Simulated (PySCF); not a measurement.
Method: B3LYP-D3(BJ)/def2-TZVP // r2SCAN-D4/def2-SVP (PySCF). Gas-phase values, no solvent. One relaxed conformer stands for a flexible species; it need not be the lowest. B3LYP has the VWN-RPA correlation part, as in Gaussian. 

Reference species: [Nb(F)5] (neutral, multiplicity 1).

```
Item                                                           Result
------------------------------------------------------------  -------
mean distance from the central atom to its bonded neighbours  1.853 Å
coordination number                                                 5
HOMO–LUMO gap                                                 8.20 eV
```

After one change: the mean distance from the central atom to its bonded neighbours goes up by 0.126 Å; the coordination number hardly moves; the HOMO–LUMO gap falls by 2.73 eV.

Question: Which change was made? The new species is one of these.
A. [Nb(NH2)5]
B. [Nb(F)(NH2)4]
C. [Nb(F)2(NH2)3]
D. [Nb(F)3(NH2)2]

Answer: B, [Nb(F)(NH2)4]
